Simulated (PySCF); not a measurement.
Species: C5H6FO (doublet state).
Z-matrix (Å and degrees, GFN2-xTB geometry), rows numbered from 1:
```
O 
C   1  1.3838
C   2  1.4725  1  122.13
C   3  1.5154  2  112.41  1   -30.83
C   4  1.5522  3   88.56  2   -62.53
C   3  1.4951  2   62.86  1  -110.14
F   6  1.3543  2  119.59  3   125.92
H   1  0.9633  2  109.91  3   171.48
H   2  1.0866  1  115.61  3   149.42
H   4  1.0859  3  113.61  2  -176.78
H   4  1.0873  3  114.48  2    55.26
H   5  1.0867  4  114.32  3  -113.74
H   5  1.0900  4  114.12  3   117.96
```

The hyperfine couplings belong to this conformer and change with its torsions.

Identity: `O[C@@H]1[C]2CC[C@@]21F` [radical].

The calculation used UKS B3LYP, pcH-1 on C F H O, non-relativistic, mean-field spin-orbit, GIAO (PySCF 2.14.0). One conformer (not necessarily the lowest) at the GFN2-xTB geometry, without solvent, vibrations or thermal averaging. A GFN2-xTB geometry isn't a minimum of the functional, and hyperfine couplings can be far from their values at a DFT geometry. Stability of the SCF solution: not tested.

(1) Give the principal g shifts and their parts.

(2) Average each term over the three axes. Which is largest in size?

(3) What are the electron Larmor frequencies g μB B/h along the three axes at 330 mT?

(4) At 9.302 GHz, how far is the centre of the isotropic spectrum from where a free electron (g = 2.002319) resonates?

(5) In a frozen sample, at which fields do the three g values resonate at 9.5, 34, 94 and 263 GHz (hyperfine left aside), and which band first spreads them over more than twice a line width of 1.0 mT?

## Answers

(1) 
```json
{"Δg (ppm)": "relativistic mass correction", "1": "-173", "2": "-173", "3": "-173"}
{"Δg (ppm)": "gauge correction", "1": "23", "2": "17", "3": "12"}
{"Δg (ppm)": "orbital Zeeman/spin–orbit", "1": "24", "2": "1427", "3": "2314"}
{"Δg (ppm)": "total", "1": "-126", "2": "1271", "3": "2153"}
```

So g = 2.00219, 2.00359, 2.00447 and g_iso = 2.00342; the tensor is rhombic: the two nearest values differ by 39 % of g3 − g1. Axes: g2 points within 9° of the C2–C6 bond.

(2) The orbital-Zeeman/spin–orbit term 1255, the mass correction -173 and the gauge correction 17 ppm, for a total of 1099 ppm. The orbital-Zeeman/spin–orbit term is the largest in size. The mass correction is the same along every axis, so the anisotropy comes from the other two: their spans along these axes are 10 (gauge) and 2290 ppm (orbital Zeeman/spin–orbit).

(3) 9.2477, 9.2541, 9.2582 GHz for g1, g2 and g3, a range of 10.5 MHz.

(4) B = hν/(g μB) with μB/h = 13.99624 MHz/mT gives 331.92 mT for the free electron and 331.74 mT at g_iso, 0.18 mT lower.

(5) 
| band | GHz | B(g3) mT | B(g2) mT | B(g1) mT | spread mT |
| --- | --- | --- | --- | --- | --- |
| X | 9.5 | 338.62 | 338.77 | 339.01 | 0.39 |
| Q | 34.0 | 1211.90 | 1212.44 | 1213.28 | 1.38 |
| W | 94.0 | 3350.55 | 3352.03 | 3354.37 | 3.81 |
| J | 263.0 | 9374.41 | 9378.54 | 9385.09 | 10.67 |

The spread grows in proportion to the frequency. W band is the first where it exceeds 2.0 mT.

Largest spin populations (Mulliken): C3 (+0.77) and C6 (+0.12). No atom but C3 exceeds +0.15. The angles at C3 add up to 266.5°, so it is pyramidal.

The HOMO–LUMO gaps are 6.46 eV among the α and 4.77 eV among the β orbitals.
